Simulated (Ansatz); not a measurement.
Geometry optimisation, RHF/def2-SVP in Ansatz 0.2.0.

Input:

```yaml
crystal:
  periodic: [false, false, false]
  atoms:
    - { symbol: B, position_ang: [0.094773, 0.40007, 0.0093] }
    - { symbol: F, position_ang: [0.067913, 0.553985, 1.32111] }
    - { symbol: H, position_ang: [1.154475, 0.443078, -0.542854] }
    - { symbol: H, position_ang: [-0.949908, 0.354028, -0.570754] }
    - { symbol: O, position_ang: [-0.006397, -2.101216, 0.741639] }
    - { symbol: Al, position_ang: [-0.788426, -3.29441, -0.173922] }
    - { symbol: H, position_ang: [0.055905, -4.542565, -0.618234] }
    - { symbol: H, position_ang: [-2.299402, -3.098781, -0.585908] }
    - { symbol: H, position_ang: [-0.160233, -1.550889, 1.517724] }
basis:
  gaussian: { orbitals: def2-SVP }
hamiltonian:
  xc: hf
relax:
  f_tol: 0.03
  max_steps: 50
```

Command:

```bash
$ ansatz run input.yaml --threads 1 --pin off --max-ram 2048MiB --backend cpu --events-out ev --progress --plain --runs-dir out
```

Where does it end, and by what steps?

The run converged. The force dipped under the threshold on the way, but the program's further checks kept it going. After 23 steps the energy has fallen by 0.269 eV; H7 moved furthest, 1.70 Å. Joined: B1–O5 (2.61 → 1.78 Å).

```csv
step,energy less start (eV),largest force component (eV/Å),accepted
0,0.0000,1.038,yes
1,-0.0231,0.366,yes
2,0.0352,1.206,no
3,-0.0339,0.333,yes
4,-0.0452,0.160,yes
5,-0.0580,0.155,yes
6,-0.0625,0.392,yes
7,-0.0947,0.176,yes
8,-0.1069,0.332,yes
9,-0.1199,0.376,yes
10,-0.1533,0.397,yes
11,-0.1786,0.197,yes
12,-0.1962,0.320,yes
13,-0.2081,0.351,yes
14,-0.2333,0.465,yes
15,-0.2449,0.516,yes
16,-0.2354,0.418,no
17,-0.2644,0.126,yes
18,-0.2676,0.115,yes
19,-0.2543,1.113,no
20,-0.2683,0.016,yes
21,-0.2686,0.039,yes
22,-0.2686,0.020,no
23,-0.2686,0.005,yes
```

```xyz
9
Properties=species:S:1:pos:R:3
B 0.258 -0.072 0.082
F 0.079 0.684 1.204
H 1.377 -0.498 -0.091
H -0.379 0.269 -0.887
O -0.612 -1.532 0.602
Al -0.808 -3.056 -0.216
H -0.148 -3.187 -1.623
H -1.638 -4.129 0.568
H -0.960 -1.316 1.459
```

Whether the end is a true minimum wasn't checked by a vibrational analysis.

The run took 67 s on 1 thread of AMD EPYC 7R43 64-Core Processor (Zen 3), with other jobs on the host, peak memory 0.16 GiB.
